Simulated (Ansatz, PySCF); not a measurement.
Si(Cl)2(Me)(NH2) (CH₅Cl₂NSi), SMILES C[Si](N)(Cl)Cl. Atoms are numbered in the order given.

```xyz
10

C      1.6437    -1.1891     0.4334
Si     0.0286    -0.3645     0.0612
N     -1.1758    -1.5023    -0.3579
Cl     0.3725     1.0655    -1.4111
Cl    -0.6842     0.6641     1.7027
H      1.5234    -1.9046     1.2602
H      2.0139    -1.7286    -0.4523
H      2.3984    -0.4406     0.7150
H     -2.1470    -1.2109    -0.3894
H     -0.9775    -2.1945    -1.0726
```
Charge 0, spin multiplicity 1.

The structure is a stationary point at PBE0-D3(BJ)/def2-SVP. The values are those of a single conformer.

Two levels are set side by side: PBE-D3(BJ)/def2-SVP (Ansatz, an electronic-structure program) and PBE0-D3(BJ)/def2-SVP (Ansatz). Each level has its own optimised geometry; the coordinates shown are those of the second. Frequencies come from the Hessian of PySCF at each geometry. Differences are taken from unrounded values.

```
quantity                            PBE0-D3(BJ)
----------------------------------  -----------
mean bond length (Å)                      1.448
bond C1–Si2 (Å)                           1.851
bond Si2–N3 (Å)                           1.709
bond Si2–Cl4 (Å)                          2.081
bond Si2–Cl5 (Å)                          2.064
bond C1–H6 (Å)                            1.100
bond C1–H7 (Å)                            1.101
bond C1–H8 (Å)                            1.100
bond N3–H9 (Å)                            1.014
bond N3–H10 (Å)                           1.015
highest harmonic wavenumber (cm⁻¹)         3707
mean harmonic wavenumber (cm⁻¹)            1224
zero-point energy (kcal/mol)              42.01
```

Task: What does PBE-D3(BJ) give, and how far is it from PBE0-D3(BJ)? (The exact figures need the calculation; the answer reports its results.)

Result: 
| quantity | PBE-D3(BJ) | PBE-D3(BJ) minus PBE0-D3(BJ) |
|---|---|---|
| mean bond length (Å) | 1.460 | 0.012 |
| bond C1–Si2 (Å) | 1.864 | 0.012 |
| bond Si2–N3 (Å) | 1.726 | 0.017 |
| bond Si2–Cl4 (Å) | 2.098 | 0.017 |
| bond Si2–Cl5 (Å) | 2.079 | 0.015 |
| bond C1–H6 (Å) | 1.108 | 0.008 |
| bond C1–H7 (Å) | 1.109 | 0.008 |
| bond C1–H8 (Å) | 1.107 | 0.008 |
| bond N3–H9 (Å) | 1.024 | 0.010 |
| bond N3–H10 (Å) | 1.024 | 0.010 |
| highest harmonic wavenumber (cm⁻¹) | 3575 | -133 |
| mean harmonic wavenumber (cm⁻¹) | 1187 | -37 |
| zero-point energy (kcal/mol) | 40.73 | -1.28 |

Exact exchange shortens and stiffens bonds; PBE has none. Differences between two approximate levels are no errors against the true value.
